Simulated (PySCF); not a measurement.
Ti(Cl)3(OH) (Cl3HOTi), SMILES [OH][Ti]([Cl])([Cl])[Cl], multiplicity 1. Atoms are numbered in the order given.

```xyz
6

Ti     0.0000     0.0000     0.2469
Cl    -1.7868    -1.0316    -0.4739
Cl     0.0000     2.0632    -0.4739
Cl     1.7868    -1.0316    -0.4739
O      0.0000     0.0000     1.9749
H      0.0000     0.0000     2.9391
```
Charge 0, spin multiplicity 1.

Geometry: r2SCAN-D4/def2-SVP. The geometry has at least one imaginary mode, so it is a saddle point at that level. The multiplicity is an assumed one; no other spin state was optimised. The isomer is the one that the SMILES or the coordinates give; other isomers of the formula were not compared. Other conformers were not sampled.

These are PySCF with PBE0/pcSseg-1 values and carry that method's errors.

GIAO shieldings, no solvent; atoms alike by connectivity are averaged. δ = σ(ref) − σ: ³⁵Cl against HCl (σ = 945.9 ppm); ¹⁷O against H2O (σ = 334.2 ppm); ¹H against TMS (σ = 31.56 ppm), references at their B3LYP-D3(BJ)/def2-TZVP geometries, non-relativistic (without spin–orbit terms, shifts of atoms bonded to Cl or Br come out too high).

Computed chemical shifts:
```csv
nucleus,atoms,count,δ (ppm)
³⁵Cl,"Cl2, Cl3, Cl4",3,832.1
¹⁷O,O5,1,366.0
¹H,H6,1,4.68
```
